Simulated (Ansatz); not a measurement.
Nudged elastic band run: CH$_{6}$BNOSi

input.yaml

```yaml
crystal:
  periodic: [false, false, false]
  atoms:
    - { symbol: C, position_ang: [-1.335129, -1.746058, 0.461512] }
    - { symbol: B, position_ang: [-0.343162, -0.543336, 0.464201] }
    - { symbol: O, position_ang: [0.909752, -0.379098, 0.909669] }
    - { symbol: Si, position_ang: [0.423297, 1.194891, 0.160046] }
    - { symbol: "N", position_ang: [1.283648, 1.717508, -1.226911] }
    - { symbol: H, position_ang: [-2.279724, -1.47156, 0.961143] }
    - { symbol: H, position_ang: [-0.9071, -2.627078, 0.967471] }
    - { symbol: H, position_ang: [-1.600634, -2.023929, -0.572987] }
    - { symbol: H, position_ang: [0.608223, 2.244698, 1.192703] }
    - { symbol: H, position_ang: [2.098263, 2.320716, -1.169286] }
    - { symbol: H, position_ang: [1.207967, 1.256346, -2.12666] }
basis:
  gaussian: { orbitals: def2-SVP }
hamiltonian:
  xc: b3lyp
neb:
  order_check: false
  images: 9
  f_tol: 0.05
  max_iterations: 52
  initial_path: linear
  final_atoms:
    - { symbol: C, position_ang: [-0.99141489, -1.20973769, 0.35823987] }
    - { symbol: B, position_ang: [-0.12328862, 0.07409109, 0.69140667] }
    - { symbol: O, position_ang: [0.70693586, 0.09886616, 1.77392355] }
    - { symbol: Si, position_ang: [-0.26227498, 1.85458231, -0.37965727] }
    - { symbol: "N", position_ang: [0.96567863, 1.52426483, -1.55561783] }
    - { symbol: H, position_ang: [-2.06710133, -0.95594956, 0.36772201] }
    - { symbol: H, position_ang: [-0.83932519, -2.05751822, 1.0534235] }
    - { symbol: H, position_ang: [-0.78264763, -1.56895134, -0.66581865] }
    - { symbol: H, position_ang: [0.69799815, -0.72714835, 2.28288716] }
    - { symbol: H, position_ang: [1.19793035, 2.20660102, -2.27346478] }
    - { symbol: H, position_ang: [1.56291065, 0.70399977, -1.63214322] }
```

Command:

```bash
$ ansatz run input.yaml --threads 2 --pin off --max-ram 3072MiB --backend cpu --events-out ev --progress --plain --runs-dir out
```

Output, in part (warnings, iteration lines):

```
NEB end point (image 0): max|allowed force component| = 1.746e-2 eV/Å (the criterion of neb.relax_end_points is 1.000e-2)
NEB end point (image 10): max|allowed force component| = 8.406e-3 eV/Å (the criterion of neb.relax_end_points is 1.000e-2)
NEB iter   1: max|band force component| = 5.546e0 eV/Å  barrier→ = 5.2317 eV  barrier← = 4.3567 eV  Δτ_max = 0.2000 Å  (450 SCF iters)
NEB iter   2: max|band force component| = 5.207e0 eV/Å  barrier→ = 4.6032 eV  barrier← = 3.7282 eV  Δτ_max = 0.2000 Å  (313 SCF iters)
NEB iter   3: max|band force component| = 2.554e1 eV/Å  barrier→ = 3.7004 eV  barrier← = 2.8254 eV  Δτ_max = 0.1018 Å  (292 SCF iters)
NEB iter   4: max|band force component| = 4.228e0 eV/Å  barrier→ = 3.1413 eV  barrier← = 2.2663 eV  Δτ_max = 0.2000 Å  (278 SCF iters)
NEB iter   5: max|band force component| = 6.353e0 eV/Å  barrier→ = 2.6888 eV  barrier← = 1.8138 eV  Δτ_max = 0.1013 Å  (277 SCF iters)
NEB iter   6: max|band force component| = 1.199e0 eV/Å  barrier→ = 2.5172 eV  barrier← = 1.6422 eV  Δτ_max = 0.1931 Å  (275 SCF iters)
NEB iter   7: max|band force component| = 1.529e0 eV/Å  barrier→ = 2.1516 eV  barrier← = 1.2766 eV  Δτ_max = 0.1012 Å  (277 SCF iters)
NEB iter   8: max|band force component| = 1.135e0 eV/Å  barrier→ = 1.9889 eV  barrier← = 1.1139 eV  Δτ_max = 0.1961 Å  (269 SCF iters)
NEB iter   9: max|band force component| = 3.458e0 eV/Å  barrier→ = 1.8791 eV  barrier← = 1.0041 eV  Δτ_max = 0.1007 Å  (285 SCF iters)
NEB iter  10: max|band force component| = 3.123e0 eV/Å  barrier→ = 1.6436 eV  barrier← = 0.7686 eV  Δτ_max = 0.0502 Å  (265 SCF iters)
NEB iter  11: max|band force component| = 8.620e-1 eV/Å  barrier→ = 1.6279 eV  barrier← = 0.7529 eV  Δτ_max = 0.1007 Å  (279 SCF iters)
NEB iter  12: max|band force component| = 6.818e-1 eV/Å  barrier→ = 1.7151 eV  barrier← = 0.8401 eV  Δτ_max = 0.1000 Å  (275 SCF iters)
NEB iter  13: max|band force component| = 5.562e-1 eV/Å  barrier→ = 1.6740 eV  barrier← = 0.7990 eV  Δτ_max = 0.1001 Å  (267 SCF iters)
NEB iter  14: max|band force component| = 1.187e0 eV/Å  barrier→ = 1.6172 eV  barrier← = 0.7422 eV  CI = image 4  Δτ_max = 0.1000 Å  (277 SCF iters)
NEB iter  15: max|band force component| = 1.004e0 eV/Å  barrier→ = 1.8613 eV  barrier← = 0.9863 eV  CI = image 4  Δτ_max = 0.1003 Å  (270 SCF iters)
NEB iter  16: max|band force component| = 9.434e-1 eV/Å  barrier→ = 2.0449 eV  barrier← = 1.1699 eV  CI = image 4  Δτ_max = 0.0499 Å  (270 SCF iters)
NEB iter  17: max|band force component| = 5.413e-1 eV/Å  barrier→ = 2.0754 eV  barrier← = 1.2004 eV  CI = image 4  Δτ_max = 0.0989 Å  (271 SCF iters)
NEB iter  18: max|band force component| = 3.674e-1 eV/Å  barrier→ = 2.0665 eV  barrier← = 1.1915 eV  CI = image 4  Δτ_max = 0.1997 Å  (271 SCF iters)
NEB iter  19: max|band force component| = 2.489e-1 eV/Å  barrier→ = 2.0633 eV  barrier← = 1.1883 eV  CI = image 4  Δτ_max = 0.1991 Å  (265 SCF iters)
NEB iter  20: max|band force component| = 5.431e-1 eV/Å  barrier→ = 2.0608 eV  barrier← = 1.1858 eV  CI = image 4  Δτ_max = 0.0996 Å  (262 SCF iters)
NEB iter  21: max|band force component| = 3.743e-1 eV/Å  barrier→ = 2.0602 eV  barrier← = 1.1852 eV  CI = image 4  Δτ_max = 0.0997 Å  (254 SCF iters)
NEB iter  22: max|band force component| = 2.679e-1 eV/Å  barrier→ = 2.0601 eV  barrier← = 1.1851 eV  CI = image 4  Δτ_max = 0.0999 Å  (233 SCF iters)
NEB iter  23: max|band force component| = 5.835e-1 eV/Å  barrier→ = 2.0600 eV  barrier← = 1.1850 eV  CI = image 4  Δτ_max = 0.0500 Å  (237 SCF iters)
NEB iter  24: max|band force component| = 3.924e-1 eV/Å  barrier→ = 2.0600 eV  barrier← = 1.1850 eV  CI = image 4  Δτ_max = 0.0975 Å  (233 SCF iters)
NEB iter  25: max|band force component| = 3.106e-1 eV/Å  barrier→ = 2.0600 eV  barrier← = 1.1850 eV  CI = image 4  Δτ_max = 0.0991 Å  (230 SCF iters)
NEB iter  26: max|band force component| = 2.624e-1 eV/Å  barrier→ = 2.0600 eV  barrier← = 1.1850 eV  CI = image 4  Δτ_max = 0.1000 Å  (228 SCF iters)
NEB iter  27: max|band force component| = 1.735e-1 eV/Å  barrier→ = 2.0600 eV  barrier← = 1.1850 eV  CI = image 4  Δτ_max = 0.1007 Å  (227 SCF iters)
NEB iter  28: max|band force component| = 2.322e-1 eV/Å  barrier→ = 2.0600 eV  barrier← = 1.1850 eV  CI = image 4  Δτ_max = 0.0504 Å  (233 SCF iters)
NEB iter  29: max|band force component| = 3.491e-1 eV/Å  barrier→ = 2.0600 eV  barrier← = 1.1850 eV  CI = image 4  Δτ_max = 0.0250 Å  (227 SCF iters)
NEB iter  30: max|band force component| = 1.929e-1 eV/Å  barrier→ = 2.0600 eV  barrier← = 1.1850 eV  CI = image 4  Δτ_max = 0.0500 Å  (235 SCF iters)
NEB iter  31: max|band force component| = 2.169e-1 eV/Å  barrier→ = 2.0600 eV  barrier← = 1.1850 eV  CI = image 4  Δτ_max = 0.0508 Å  (224 SCF iters)
NEB iter  32: max|band force component| = 3.772e-1 eV/Å  barrier→ = 2.0600 eV  barrier← = 1.1850 eV  CI = image 4  Δτ_max = 0.0250 Å  (223 SCF iters)
NEB iter  33: max|band force component| = 1.081e-1 eV/Å  barrier→ = 2.0600 eV  barrier← = 1.1850 eV  CI = image 4  Δτ_max = 0.0499 Å  (228 SCF iters)
NEB iter  34: max|band force component| = 9.899e-2 eV/Å  barrier→ = 2.0600 eV  barrier← = 1.1850 eV  CI = image 4  Δτ_max = 0.0498 Å  (228 SCF iters)
NEB iter  35: max|band force component| = 2.487e-1 eV/Å  barrier→ = 2.0600 eV  barrier← = 1.1850 eV  CI = image 4  Δτ_max = 0.0252 Å  (232 SCF iters)
NEB iter  36: max|band force component| = 1.182e-1 eV/Å  barrier→ = 2.0600 eV  barrier← = 1.1850 eV  CI = image 4  Δτ_max = 0.0498 Å  (233 SCF iters)
NEB iter  37: max|band force component| = 1.631e-1 eV/Å  barrier→ = 2.0600 eV  barrier← = 1.1850 eV  CI = image 4  Δτ_max = 0.0251 Å  (231 SCF iters)
NEB iter  38: max|band force component| = 2.130e-1 eV/Å  barrier→ = 2.0600 eV  barrier← = 1.1850 eV  CI = image 4  Δτ_max = 0.0125 Å  (233 SCF iters)
NEB iter  39: max|band force component| = 1.073e-1 eV/Å  barrier→ = 2.0600 eV  barrier← = 1.1850 eV  CI = image 4  Δτ_max = 0.0251 Å  (233 SCF iters)
NEB iter  40: max|band force component| = 8.116e-2 eV/Å  barrier→ = 2.0600 eV  barrier← = 1.1850 eV  CI = image 4  Δτ_max = 0.0509 Å  (236 SCF iters)
NEB iter  41: max|band force component| = 3.866e-1 eV/Å  barrier→ = 2.0600 eV  barrier← = 1.1850 eV  CI = image 4  Δτ_max = 0.0250 Å  (229 SCF iters)
NEB iter  42: max|band force component| = 2.061e-1 eV/Å  barrier→ = 2.0600 eV  barrier← = 1.1850 eV  CI = image 4  Δτ_max = 0.0252 Å  (231 SCF iters)
NEB iter  43: max|band force component| = 1.418e-1 eV/Å  barrier→ = 2.0600 eV  barrier← = 1.1850 eV  CI = image 4  Δτ_max = 0.0505 Å  (232 SCF iters)
NEB iter  44: max|band force component| = 2.577e-1 eV/Å  barrier→ = 2.0600 eV  barrier← = 1.1850 eV  CI = image 4  Δτ_max = 0.0252 Å  (227 SCF iters)
NEB iter  45: max|band force component| = 1.436e-1 eV/Å  barrier→ = 2.0600 eV  barrier← = 1.1850 eV  CI = image 4  Δτ_max = 0.0498 Å  (227 SCF iters)
NEB iter  46: max|band force component| = 2.216e-1 eV/Å  barrier→ = 2.0600 eV  barrier← = 1.1850 eV  CI = image 4  Δτ_max = 0.0251 Å  (230 SCF iters)
NEB iter  47: max|band force component| = 1.525e-1 eV/Å  barrier→ = 2.0600 eV  barrier← = 1.1850 eV  CI = image 4  Δτ_max = 0.0250 Å  (226 SCF iters)
NEB iter  48: max|band force component| = 1.762e-1 eV/Å  barrier→ = 2.0600 eV  barrier← = 1.1850 eV  CI = image 4  Δτ_max = 0.0250 Å  (231 SCF iters)
NEB iter  49: max|band force component| = 1.802e-1 eV/Å  barrier→ = 2.0600 eV  barrier← = 1.1850 eV  CI = image 4  Δτ_max = 0.0250 Å  (230 SCF iters)
NEB iter  50: max|band force component| = 1.602e-1 eV/Å  barrier→ = 2.0600 eV  barrier← = 1.1850 eV  CI = image 4  Δτ_max = 0.0250 Å  (229 SCF iters)
NEB iter  51: max|band force component| = 1.841e-1 eV/Å  barrier→ = 2.0600 eV  barrier← = 1.1850 eV  CI = image 4  Δτ_max = 0.0250 Å  (231 SCF iters)
NEB iter  52: max|band force component| = 1.889e-1 eV/Å  barrier→ = 2.0600 eV  barrier← = 1.1850 eV  CI = image 4  Δτ_max = 0.0250 Å  (225 SCF iters)
Error: NEB band did not converge after 52 iterations: max|band force component| = 1.89e-1 eV/Å (threshold 5.0e-2); raise `neb.max_iterations` in a new run, which can start from the last band evaluated (`neb.initial_path`, with `crystal.atoms` and `neb.final_atoms` set to its first and last images), …
```

The run ended unconverged. The band didn't meet its force threshold, so its energies are provisional: the largest band force was still 0.19 eV/Å, and over the last iterations the top stayed at 2.06 eV. The orbitals stay closed-shell, which can raise the energy where a bond breaks towards radicals; this wasn't checked here.

Final band (atoms are numbered from 1 in the order of the input):

```tsv
image	path coordinate (Å)	energy (kcal/mol)	O3–Si4 (Å)	Si4–H9 (Å)	O3–H9 (Å)
0	0.00	0.0	1.81	1.48	2.66
1	0.62	0.4	1.81	1.48	2.64
2	1.24	5.9	1.91	1.47	2.41
3	1.85	24.4	2.22	1.49	1.98
4	2.47	47.5	2.30	1.67	1.33
5	3.48	24.8	2.73	2.48	0.98
6	4.49	20.5	3.04	3.00	0.97
7	5.50	20.9	3.05	3.02	0.96
8	6.51	30.3	2.63	3.56	0.96
9	7.51	20.6	2.92	3.82	0.97
10	8.51	20.2	2.94	3.83	0.97
```

Run time: 15 min on 2 threads of Arm Neoverse V2 (shared host), peak memory 0.23 GiB.
